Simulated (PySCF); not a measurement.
Worked example: oscillator strength and radiative lifetime

C₂H₈O₂Si, SMILES CO[SiH](C)O.

The structure is a stationary point at PBE-D3(BJ)/def2-SVP. Other conformers were not sampled.

PySCF 2.14.0 with TDDFT-PBE/def2-SVPD puts the first singlet state with f over 0.02 at 7.34 eV (vertical), with the transition dipole (-0.363, 0.111, 0.033) in atomic units.

Q: Find the oscillator strength, the wavelength and the radiative lifetime that this transition would have in vacuum if emission retraced absorption.

A: 
|μ|² = 0.1452 au, so |μ| = 0.97 D. ΔE = 7.34/27.211 = 0.2697 hartree. f = (2/3) ΔE |μ|² = 0.026 (the program prints 0.026).
λ = 1239.84/7.34 = 169 nm; ν = 59201 cm⁻¹.
Einstein's coefficient A = 0.6670 ν² f s⁻¹ (ν in cm⁻¹) = 6.1e7 s⁻¹, so τ = 1/A = 16 ns. This state is S6; the lower singlets have f = 0.011, 0.010, 0.008, 0.020, 0.001. The figure is the radiative limit of this one transition; relaxation, internal conversion, crossing to triplets and a medium change what is measured.
